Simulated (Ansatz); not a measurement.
Program: Ansatz. Geometries: PBE0-D4/def2-TZVP. ΔE: electronic, gas phase. CCSD(T)/CBS adds triple-zeta CCSD(T) − MP2 to the extrapolated MP2 energy (def2 sets, frozen cores). DFT in def2-TZVPP. Each species was taken in one conformer, which may not be the lowest.

`[SiH3][SiH]1O[CH2][AlH]1` → `O=C[SiH2][SiH2][AlH2]`  (isomerisation)

```
             level  ΔE (kJ/mol)  difference from CCSD(T)/CBS
            PBE-D4         74.0                         -8.7
         r2SCAN-D4         80.2                         -2.5
            B2PLYP         76.5                         -6.2
              PBE0         83.3                          0.6
    MP2/def2-TZVPP         89.1                          6.4
SCS-MP2/def2-TZVPP         79.0                         -3.7
   CCSD/def2-TZVPP         77.0                         -5.7
CCSD(T)/def2-TZVPP         76.9                         -5.8
     HF/def2-QZVPP         58.7                        -24.0
SCS-MP2/def2-QZVPP         82.2                         -0.5
       CCSD(T)/CBS         82.7                            0
```

Largest T1 diagnostic among the species: 0.016.

In def2-TZVPP, CCSD(T) changes the Hartree–Fock value by +18.7 kJ/mol (the triples alone add −0.2 kJ/mol) and MP2 by +31.0 kJ/mol. From PBE to PBE0 (25 % exact exchange), in def2-TZVPP and without D4, ΔE moves by +10.9 kJ/mol.
